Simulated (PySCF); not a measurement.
F₄Te, charge -1, doublet, at a GFN2-xTB geometry (a state made from the parent by changing its charge; the spin is typed, not shown lowest) (core potentials on Te); SCAN/def2-SVP (PySCF).

Here is a job for PySCF.
```python
from pyscf import gto, scf, dft

mol = gto.Mole()
mol.atom = '''
    Te    0.07557501    0.01248993    0.10337542
    F     0.96051296    1.97270793   -0.10944578
    F     1.54213324   -1.56088486   -0.10772023
    F    -1.25744532   -1.53123361   -0.18942752
    F    -1.68185650    1.04724648   -0.19068666
'''
mol.basis = 'def2-svp'
mol.ecp = {'Te': 'def2-svp'}
mol.charge = -1
mol.spin = 1
mol.verbose = 4
mol.build()

mf = dft.UKS(mol)
mf.xc = 'scan'
mf.grids.level = 7
mf.kernel()
```

It wrote (shortened):

```
PySCF version 2.14.0

[INPUT] verbose = 4
[INPUT] num. atoms = 5
[INPUT] num. electrons = 61
[INPUT] charge = -1
[INPUT] spin (= nelec alpha-beta = 2S) = 1
[INPUT] symmetry False subgroup None
[INPUT] Mole.unit = angstrom
[INPUT] Symbol           X                Y                Z      unit          X                Y                Z       unit  Magmom
[INPUT]  1 Te     0.075575010000   0.012489930000   0.103375420000 AA    0.142816070761   0.023602547015   0.195351231812 Bohr   0.0
[INPUT]  2 F      0.960512960000   1.972707930000  -0.109445780000 AA    1.815106433495   3.727877711458  -0.206822549689 Bohr   0.0
[INPUT]  3 F      1.542133240000  -1.560884860000  -0.107720230000 AA    2.914209471188  -2.949644897380  -0.203561732775 Bohr   0.0
[INPUT]  4 F     -1.257445320000  -1.531233610000  -0.189427520000 AA   -2.376227271416  -2.893612155629  -0.357966133256 Bohr   0.0
[INPUT]  5 F     -1.681856500000   1.047246480000  -0.190686660000 AA   -3.178248165820   1.979009032115  -0.360345563008 Bohr   0.0

nuclear repulsion = 296.367723671527
number of shells = 34
number of NR pGTOs = 157
number of NR cGTOs = 82
basis = def2-svp
ecp = {'Te': 'def2-svp'}

******** <class 'pyscf.dft.uks.UKS'> ********
method = UKS
initial guess = minao
damping factor = 0
level_shift factor = 0
DIIS = <class 'pyscf.scf.diis.CDIIS'>
diis_start_cycle = 1
diis_space = 8
diis_damp = 0
SCF conv_tol = 1e-09
SCF conv_tol_grad = None
SCF max_cycles = 50
direct_scf = True
direct_scf_tol = 1e-13
number electrons alpha = 31  beta = 30
XC library pyscf.dft.libxc version 7.1.2
    S. Lehtola, C. Steigemann, M. J. T. Oliveira, and M. A. L. Marques,  SoftwareX 7, 1–5 (2018)
XC functionals = scan
    J. Sun, A. Ruzsinszky, and J. P. Perdew,  Phys. Rev. Lett. 115, 036402 (2015)
    J. Sun, A. Ruzsinszky, and J. P. Perdew,  Phys. Rev. Lett. 115, 036402 (2015)
radial grids:
    Treutler-Ahlrichs [JCP 102, 346 (1995); DOI:10.1063/1.469408] (M4) radial grids

becke partition: Becke, JCP 88, 2547 (1988); DOI:10.1063/1.454033
pruning grids: <function nwchem_prune>
grids dens level: 7
symmetrized grids: False
atomic radii adjust function: <function treutler_atomic_radii_adjust>
small_rho_cutoff = 0
Set gradient conv threshold to 3.16228e-05
tot grids = 445920
init E= -639.219861642097

cycle= 1 E= -665.128057404462  delta_E= -25.9  |g|= 2.16  |ddm|= 5.84
cycle= 2 E= -665.032501860882  delta_E= 0.0956  |g|= 2.33  |ddm|= 5.65
cycle= 3 E= -667.054435912728  delta_E= -2.02  |g|= 0.439  |ddm|= 2.97
cycle= 4 E= -667.088708636565  delta_E= -0.0343  |g|= 0.273  |ddm|= 0.527
cycle= 5 E= -667.111107438825  delta_E= -0.0224  |g|= 0.0777  |ddm|= 0.245
cycle= 6 E= -667.113867850119  delta_E= -0.00276  |g|= 0.0251  |ddm|= 0.0853
cycle= 7 E= -667.114102208316  delta_E= -0.000234  |g|= 0.00693  |ddm|= 0.0259
cycle= 8 E= -667.114124236032  delta_E= -2.2e-05  |g|= 0.00119  |ddm|= 0.00924
cycle= 9 E= -667.114125107257  delta_E= -8.71e-07  |g|= 0.000262  |ddm|= 0.00212
cycle= 10 E= -667.114125148849  delta_E= -4.16e-08  |g|= 0.000105  |ddm|= 0.00047
cycle= 11 E= -667.114125144762  delta_E= 4.09e-09  |g|= 0.000152  |ddm|= 0.000212
cycle= 12 E= -667.114125154676  delta_E= -9.91e-09  |g|= 1.08e-05  |ddm|= 0.000138
cycle= 13 E= -667.114125154743  delta_E= -6.7e-11  |g|= 6.92e-06  |ddm|= 2.33e-05
Extra cycle  E= -667.114125154674  delta_E= 6.88e-11  |g|= 1.54e-05  |ddm|= 1.96e-05
converged SCF energy = -667.114125154674  <S^2> = 0.75176194  2S+1 = 2.0017612
```
